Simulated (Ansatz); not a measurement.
The cluster Si2O4⁻, relaxed as a doublet with UKS PBE0-D4/def2-SVPD in Ansatz, starting from the PBE0-D4/def2-SVP geometry of the neutral singlet. Force threshold 0.02 eV/Å.

The structure comes from a short search, and lower isomers may exist.

Start:

```xyz
6

Si   -0.195   -0.548    1.048
Si    0.195    0.548   -1.048
O     0.729   -0.871   -0.319
O    -0.729    0.871    0.319
O     0.441    1.239   -2.371
O    -0.441   -1.239    2.371
```

Task: Estimate the energy that the relaxation releases and the steps that it takes.

Result: 0.81 eV, in 25 steps; 2.5 min on 2 threads of Arm Neoverse V2 on a shared host. The force fell under the threshold at step 4, but the optimiser went on and released 0.727 eV more. No frequencies were taken in this run, so the end may be a saddle point.

Task: Does the start keep its bonding and symmetry?

Result: By distances, no bond broke or formed. The bond that changes most is Si1–O3, from 1.68 to 1.80 Å (atoms count from 1). Point group D2h at the start, Cs at the end, both within 0.05 Å.

Task: Predict the relaxed structure.

Result: 
| atom | x (Å) | y (Å) | z (Å) |
| --- | --- | --- | --- |
| Si1 | -0.551 | -0.809 | 0.947 |
| Si2 | 0.216 | 0.540 | -0.977 |
| O3 | 0.616 | -0.954 | -0.416 |
| O4 | -0.864 | 0.814 | 0.232 |
| O5 | 0.645 | 1.351 | -2.211 |
| O6 | -0.062 | -0.941 | 2.425 |
Bond lengths: 6 × O–Si 1.54 to 1.80 Å; 1 × Si–Si 2.47 Å.
